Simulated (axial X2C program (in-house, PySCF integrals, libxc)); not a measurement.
# What spin–orbit coupling does to CoGe

Calculated with an axial X2C code built on PySCF integrals. Spin-free means the one-electron spin-free X2C Hamiltonian; two-component (2c) means X2C with spin–orbit coupling and atomic mean-field two-electron Coulomb and Gaunt terms, so the difference of the two also holds small scalar two-electron terms. Basis: Ge dyall-cv3z [9s9p7d4f1g], Co dyall-cv3z [9s10p6d3f2g] (cores contracted in-house); Gaussian nuclei, density fitting, unrestricted open shells. Masses: Ge 73.921 u, Co 58.933 u.

Spin-free state: M_S = 1/2, Λ = 3 (beyond evenly filled blocks: σα, π+β, δ+α, δ+β, δ-α); fragments Ge + Co.

```
level  Re (Å)  ωe (cm⁻¹)  De (eV)  μ (D)
 PBE0   2.325      255.4    1.805   1.94
   HF   2.608      185.3    0.547   3.34
B3LYP   2.332      248.9    1.834   1.55
```

Dipoles are positive if Co is the positive end.

Two-component determinant lowest at the distance of the search:

Ω = 7/2 (⟨Sz⟩ = 0.50, ⟨Lz⟩ = 3.00 at PBE0); fragments Ge + Co.

```
level  Re (Å)  ωe (cm⁻¹)  μ (D)
 PBE0   2.327      254.6   1.92
   HF   2.610      184.7   3.32
B3LYP   2.334      248.1   1.53
```

(1) From the two tables, how do the constants change at the PBE0 level (2c against spin-free)?

Occupations by symmetry block were frozen at the best pattern of an incomplete PBE0 search. Dissociation energies refer to the lowest single-determinant-based atoms at the same level and basis. De is not given where an atomic determinant may have missed its ground term or J level, or where the truncated virtual space spoils (T). Density functionals use the spin component along the axis (collinear). PBE0 can misorder states that lie within some tenths of an eV, so this need not be the ground state of the molecule. The nearest other spin-free determinant of the search, M_S = 3/2, Λ = 3, lies 0.06 eV up at the distance of the search. Without a current term, density functionals place determinants with orbital angular momentum somewhat too high. With several unpaired electrons one determinant need not be a pure state. A state of lower Ω lies just above, and one determinant can place such states too high, so the state shown need not be the lowest. The search has Ω = 5/2 only 0.05 eV up. The determinant is spin-polarised beyond a pure state at some levels (its spin-free form has ⟨S²⟩ too high), which makes Re and μ there less reliable.

## Answers

(1) At the PBE0 level Re increases by 0.002 Å and ωe goes down by 0.8 cm⁻¹.
